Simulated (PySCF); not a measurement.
## Calculated data, H6NSi2, AlClH3OSi, BH9Si3, CH5ClSi2 and others

Calculation on a computer-drawn molecule: the log of a Hartree-Fock and frozen-core CCSD(T) single point meant for a local Hartree-Fock minimum, with one planted fault or none, to be diagnosed. Offsets are logged minus clean, where the clean run is the same molecule without the fault. The reference is restricted for singlets and unrestricted otherwise, and also for a bond in bohr or an excited solution. Adding or removing an electron swaps singlet and doublet. The excited solution moves the top pair (singlet) or top alpha electron (doublet) to the lowest empty orbital. Highest occupied and lowest empty are orbital energies over both spins, largest force is the largest gradient component, triples share is (T) over the correlation energy, the T1 limit is 0.02 restricted and 0.045 unrestricted, electrons count all cores, a negative frequency is imaginary (commonest isotopes), and the dipole is about the centre of nuclear charge. Program: PySCF 2.14.0.

Common to all runs: meant charge 0; meant basis cc-pV(D+d)Z; logged SCF converged yes; logged CC converged yes; logged SCF stable within its kind yes; possible faults no fault, one electron removed, one electron added, multiplicity raised by two, geometry at a saddle point, SCF held on an excited solution, minimal basis STO-3G, one bond length entered in bohr, all coordinates scaled.

(1) H6NSi2

Logged structure:
```xyz
9
H6NSi2
Si     2.2032     0.1403     0.4305
N      1.3981    -1.3262     0.8908
Si    -0.1731    -1.5926     1.5765
H      2.9597    -0.0667    -0.8330
H      1.1820     1.1999     0.2502
H      1.9692    -2.1516     0.8104
H     -1.0027    -2.4650     0.7121
H     -0.0805    -2.2454     2.9041
H     -0.8323    -0.2783     1.7225
```

- meant multiplicity: 2
- logged electrons: 41
- logged basis functions: 90
- logged spin squared: 0.7544
- logged highest occupied: -8.3359 eV
- logged lowest empty: 1.981 eV
- logged largest force: 1.136e-05 hartree/bohr
- logged lowest frequency: 43.468 cm⁻¹
- logged T1 diagnostic: 0.014457
- logged D1 diagnostic: 0.060728
- logged triples share: 0.024696
- logged dipole magnitude: 0.94034 debye
- logged energy HF: -635.81903 hartree
- logged energy CCSD(T): -636.23734 hartree
- planted fault: no fault
- HF energy offset from clean run: 0 kcal/mol
- CCSD(T) energy offset from clean run: 0 kcal/mol

Drawn bonds:
```csv
atom,other atom,order
1,2,1
2,3,1
1,4,1
1,5,1
2,6,1
3,7,1
3,8,1
3,9,1
```

(2) AlClH3OSi

Logged structure:
```xyz
7
AlClH3OSi
Si    -0.4519     0.4838     0.4368
O      1.0859     0.3356    -0.0021
Al     2.5647    -0.0121    -0.6055
Cl     2.7329    -1.5343    -1.9838
H     -0.9270     1.8148     0.1068
H     -0.5747     0.2612     1.8656
H      3.8083     0.7548    -0.1771
```

- meant multiplicity: 2
- logged electrons: 55
- logged basis functions: 98
- logged spin squared: 0.7531
- logged highest occupied: -8.7891 eV
- logged lowest empty: 1.9216 eV
- logged largest force: 0.01927 hartree/bohr
- logged T1 diagnostic: 0.013381
- logged D1 diagnostic: 0.047176
- logged triples share: 0.021309
- logged dipole magnitude: 0.9744 debye
- logged energy HF: -1067.10648 hartree
- logged energy CCSD(T): -1067.6155 hartree
- planted fault: all coordinates scaled, by -2.2 %
- HF energy offset from clean run: 2.33 kcal/mol
- CCSD(T) energy offset from clean run: 3.752 kcal/mol

Drawn bonds:
```csv
atom,other atom,order
1,2,1
2,3,1
3,4,1
1,5,1
1,6,1
3,7,1
```

(3) BH9Si3

Logged structure:
```xyz
13
BH9Si3
Si    -2.2508     0.2357     1.8738
B     -0.2839    -0.2770     1.6858
Si     0.5979    -0.9206    -0.0307
Si     1.5706     0.9596    -1.1133
H     -2.4317     1.4327     2.7329
H     -2.9114     0.4951     0.5706
H     -2.9388    -0.9142     2.5205
H      0.4090    -0.1772     2.6629
H     -0.3749    -1.5358    -0.9712
H      1.6754    -1.9110     0.2289
H      2.6082     1.5725    -0.2483
H      2.1970     0.5460    -2.3916
H      0.5358     1.9836    -1.3995
```

- meant multiplicity: 1
- logged electrons: 56
- logged basis functions: 128
- logged spin squared: 0
- logged highest occupied: -10.273 eV
- logged lowest empty: 0.73729 eV
- logged largest force: 5.859e-06 hartree/bohr
- logged lowest frequency: 33.042 cm⁻¹
- logged T1 diagnostic: 0.014557
- logged D1 diagnostic: 0.045788
- logged triples share: 0.02663
- logged dipole magnitude: 0.40674 debye
- logged energy HF: -896.68797 hartree
- logged energy CCSD(T): -897.17714 hartree
- planted fault: no fault
- HF energy offset from clean run: 0 kcal/mol
- CCSD(T) energy offset from clean run: 0 kcal/mol

Drawn bonds:
```csv
atom,other atom,order
1,2,1
2,3,1
3,4,1
1,5,1
1,6,1
1,7,1
2,8,1
3,9,1
3,10,1
4,11,1
4,12,1
4,13,1
```

(4) CH5ClSi2

Logged structure:
```xyz
9
CH5ClSi2
Si     1.8099     3.0520    -0.0258
C      2.0005     1.3469    -0.7296
Si     3.0023     0.0835    -0.2453
Cl     4.3113     0.1517     1.3196
H      0.4158     3.2916     0.4238
H      2.1268     4.0876    -1.0407
H      2.7159     3.2338     1.1315
H      1.3809     1.0934    -1.5901
H      3.0789    -1.2370    -0.8723
```

* meant multiplicity: 1
* logged electrons: 56
* logged basis functions: 108
* logged spin squared: 0
* logged highest occupied: -8.9952 eV
* logged lowest empty: 2.0033 eV
* logged largest force: 2.373e-05 hartree/bohr
* logged lowest frequency: 105.92 cm⁻¹
* logged T1 diagnostic: 0.012962
* logged D1 diagnostic: 0.043363
* logged triples share: 0.031262
* logged dipole magnitude: 2.1496 debye
* logged energy HF: -1078.15687 hartree
* logged energy CCSD(T): -1078.70069 hartree
* planted fault: no fault
* HF energy offset from clean run: 0 kcal/mol
* CCSD(T) energy offset from clean run: 0 kcal/mol

Drawn bonds:
```csv
atom,other atom,order
1,2,1
2,3,2
3,4,1
1,5,1
1,6,1
1,7,1
2,8,1
3,9,1
```

(5) CH8Si3

Logged structure:
```xyz
12
CH8Si3
Si    -0.0377    -0.1052     0.8073
C     -1.3134     0.7913    -0.1941
Si    -1.1535     1.2816    -1.8175
Si     0.7570     0.9230    -3.1627
H      2.2490    -0.5380    -0.7634
H     -0.5282    -1.4244     1.2797
H      0.3678     0.6664     2.0091
H     -2.2542     1.0260     0.3018
H     -2.2648     1.9915    -2.4876
H      0.4861     1.5061    -4.4976
H      1.9370     1.5876    -2.5689
H      1.0218    -0.5248    -3.3061
```

- meant multiplicity: 1
- logged electrons: 56
- logged basis functions: 123
- logged spin squared: 1.0203
- logged highest occupied: -8.3847 eV
- logged lowest empty: 1.5766 eV
- logged largest force: 0.01814 hartree/bohr
- logged T1 diagnostic: 0.060635
- logged D1 diagnostic: 0.24711
- logged triples share: 0.039423
- logged dipole magnitude: 1.4158 debye
- logged energy HF: -909.16709 hartree
- logged energy CCSD(T): -909.68976 hartree
- planted fault: one bond length entered in bohr, row 4 of the drawn bonds
- HF energy offset from clean run: 71.38 kcal/mol
- CCSD(T) energy offset from clean run: 76.76 kcal/mol

Drawn bonds:
```csv
atom,other atom,order
1,2,1
2,3,2
3,4,1
1,5,1
1,6,1
1,7,1
2,8,1
3,9,1
4,10,1
4,11,1
4,12,1
```

Notes: T1 above single-reference limit.

(6) CH9NSi2

Logged structure:
```xyz
13
CH9NSi2
Si    -1.6726     0.3664    -0.0811
C     -2.3036     0.0461     1.6799
N     -1.6974     0.8677     2.7261
Si    -0.0191     0.9586     3.1229
H     -0.2434     0.0018    -0.2258
H     -1.8462     1.7898    -0.4494
H     -2.4688    -0.4828    -1.0006
H     -3.3753     0.2666     1.6399
H     -2.2304    -1.0312     1.8887
H     -2.3024     0.9587     3.5214
H      0.0738     1.7741     4.3544
H      0.7412     1.6046     2.0300
H      0.6186    -0.3611     3.3750
```

* meant multiplicity: 1
* logged electrons: 50
* logged basis functions: 119
* logged spin squared: 0
* logged highest occupied: -10.054 eV
* logged lowest empty: 3.8197 eV
* logged largest force: 3.494e-05 hartree/bohr
* logged lowest frequency: 48.533 cm⁻¹
* logged T1 diagnostic: 0.010566
* logged D1 diagnostic: 0.027962
* logged triples share: 0.025704
* logged dipole magnitude: 1.4925 debye
* logged energy HF: -675.43356 hartree
* logged energy CCSD(T): -676.04066 hartree
* planted fault: no fault
* HF energy offset from clean run: 0 kcal/mol
* CCSD(T) energy offset from clean run: 0 kcal/mol

Drawn bonds:
```csv
atom,other atom,order
1,2,1
2,3,1
3,4,1
1,5,1
1,6,1
1,7,1
2,8,1
2,9,1
3,10,1
4,11,1
4,12,1
4,13,1
```
